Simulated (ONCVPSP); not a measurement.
**promethium (Pm) ONCV: all-electron and pseudo phase curves**

* Element: promethium
* Generator: ONCVPSP 4.0.1
* Type: optimised norm-conserving Vanderbilt (ONCV)
* Functional: LDA (Perdew-Wang 92)
* Relativity: scalar-relativistic
* Frozen core: [Kr] 4d10
* Valence charge: 15
* Reference configuration: 4f5 5s2 5p6 6s2
* Partial waves: 5s+6s: rc 1.95 bohr, ncon 4, nbas 7, qcut 5.7 1/bohr, 3 projectors, debl 0.6 Ha; 5p: rc 1.85 bohr, ncon 4, nbas 7, qcut 3.6 1/bohr, 2 projectors, debl 3.6 Ha; d scattering state at 0.37 Ha: rc 1.80 bohr, ncon 4, nbas 7, qcut 4.8 1/bohr, 1 projector; 4f: rc 1.00 bohr, ncon 3, nbas 8, qcut 18.1 1/bohr, 2 projectors, debl 2.9 Ha
* Local potential: polynomial inside 0.65 bohr (lpopt 5, dvloc0 -1 Ha)
* Core correction: Teter function, fcfact 4, rcfact 1.65

In the d channel the program set the typed energies aside and used 0.050 Ha.

The phase is arctan(r·R′/R) of the radial function R(r), unwrapped; energies in Ha, scanned from -3 to 5 Ha. A pole is an energy at which the radial function vanishes at the test radius. The pseudo phase is shifted by a multiple of π to meet the all-electron one at the reference energy, and phase errors are pseudo minus all-electron; the curves can meet again beyond the range given. Levels narrower than the energy grid can be missing from the lists of poles.

Task: For each channel, where are the poles, and over which energies does the pseudopotential scatter like the atom?

Result:

```csv
channel,radius (bohr),reference energy (Ha),"poles, all-electron","poles, pseudo",unbroken range about the reference energy with phases within 0.05 rad,phase error 1 Ha above the reference energy (rad)
s,1.98,-0.14,-0.88,-0.88,the whole range,+0.000
p,1.88,-0.84,0.54,0.54,the whole range,-0.000
d,1.83,0.05,2.65,2.47,below 3.5,-0.005
f,1.01,-0.09,2.31,2.31,the whole range,+0.000
```

Note: ghosts flagged at negative energy: s at -890.1 eV, p at -287.6 eV, d at -105.8 eV; GHOST(+) flagged for s at 265.8 eV, s at 283.2 eV. A true bound ghost makes a file unfit for plane-wave use.

Phases in the f channel:

```csv
E (Ha),all-electron,pseudo
-2.98,0.775,0.775
-2.76,0.708,0.707
-2.54,0.627,0.626
-2.32,0.529,0.529
-2.10,0.411,0.411
-1.88,0.270,0.270
-1.66,0.105,0.105
-1.44,-0.079,-0.079
-1.22,-0.275,-0.275
-1.00,-0.467,-0.467
-0.78,-0.643,-0.644
-0.56,-0.798,-0.798
-0.34,-0.929,-0.929
-0.12,-1.039,-1.039
0.10,-1.130,-1.130
0.32,-1.206,-1.206
0.54,-1.270,-1.270
0.76,-1.326,-1.326
0.98,-1.373,-1.373
1.20,-1.415,-1.415
1.42,-1.452,-1.452
1.64,-1.486,-1.486
1.86,-1.516,-1.516
2.08,-1.544,-1.544
2.30,-1.570,-1.570
2.52,-1.594,-1.594
2.74,-1.617,-1.617
2.96,-1.639,-1.639
3.18,-1.661,-1.661
3.40,-1.682,-1.682
3.62,-1.703,-1.703
3.84,-1.724,-1.724
4.06,-1.745,-1.745
4.28,-1.767,-1.767
4.50,-1.789,-1.789
4.72,-1.812,-1.812
4.94,-1.837,-1.837
```
